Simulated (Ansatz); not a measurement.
A structure relaxed at PBE-D4/def2-SVP in Ansatz, charge 1, multiplicity 12:

```csv
atom,x (Å),y (Å),z (Å)
Co1,-1.135,-1.512,-0.846
Co2,0.849,0.861,1.195
Co3,0.814,1.743,-0.769
Co4,0.903,-0.526,-0.639
Co5,-1.047,0.629,-0.087
Co6,-0.384,-1.195,1.146
```

(1) Give its formula and point group.

(2) Summarise the bond lengths by kind (pairs closer than 1.2 times the sum of covalent radii, bridged metal pairs left out).

## Answers

(1) Co6⁺. Point group C2v (tolerance 0.1 Å).

(2) 12 × Co–Co 2.15 to 2.40 Å.

The charge 1 multiplicity 12 is spin-contaminated (final ⟨S²⟩ up to 36.02, 35.75 for a pure state). An occupied level of the charge 1 multiplicity 12 lies above an empty one of the other spin, so a lower spin may lie lower. The relaxation made no stability test and no search for a lower SCF solution. No other spin state of charge 1 was run. The structure comes from a short search, and lower isomers may exist.
